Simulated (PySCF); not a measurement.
Calculation: PySCF with PBE-D3(BJ)/def2-TZVP // B3LYP-D3(BJ)/def2-SVP. Isolated molecules, 0 K electronic values unless said otherwise. 

Reference species (SMILES): `Cc1c([SiH3])ccc2ccsc12` (neutral, multiplicity 1).

```
Quantity          Value
-------------  --------
dipole moment    1.13 D
HOMO           -5.42 eV
```

Changed species: `Cc1cc([SiH3])cc2sccc12`.

Q: What does the change do to the dipole moment and HOMO?

A: the dipole moment increases by 0.69 D, to 1.82 D; the HOMO falls by 0.04 eV, to -5.46 eV.
